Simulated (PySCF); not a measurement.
**How methods differ on the ionisation energy of Ce²⁴⁺**

Ce²⁴⁺ [Ar] 3d10 4s2 4p4 [4p1/2^2 4p3/2^2, M_J = 2] → Ce²⁵⁺ [Ar] 3d10 4s2 4p3 [4p1/2^2 4p3/2^1, M_J = 3/2], as a difference of total energies. Computed with PySCF 2.14 in an even-tempered Gaussian basis (17 s from 1.8 bohr⁻², ratio 2.8; 14 p from 2.3 bohr⁻², ratio 2.8; 8 d from 4.2 bohr⁻², ratio 2.8; 4 f from 13 bohr⁻², ratio 3), with the two-component X2C-1e Hamiltonian. Correlated levels: [Ne] frozen; the 80 highest virtual spinors dropped. "Screened" scales the spin-orbit matrix elements by Boettger's factors to mimic the two-electron term; Breit and QED terms are absent.

```tsv
method	ionisation energy (eV)
GHF (spin-free)	823.83
GMP2 (spin-free)	825.18
GHF (screened spin-orbit)	821.77
GMP2 (screened spin-orbit)	822.59
```

Question: How much does correlation contribute at GMP2 (screened spin-orbit)?

Answer: 822.59 − (821.77) = 0.82 eV, measured against GHF (screened spin-orbit).

Breit and QED terms and the two-electron picture change are absent.

The spin-free rows relax to the high-spin LS determinant and lack the spin-orbit shift.

The labels give the starting determinants; with spin-orbit coupling the two ends relaxed to ⟨J²⟩ = 6.01, ⟨L²⟩ = 3.06, ⟨S²⟩ = 1.50 and ⟨J²⟩ = 3.75, ⟨L²⟩ = 2.11, ⟨S²⟩ = 1.76.

For comparison: 824 ± 4 eV (theoretical estimate listed by NIST; NIST Atomic Spectra Database, ionization energies).
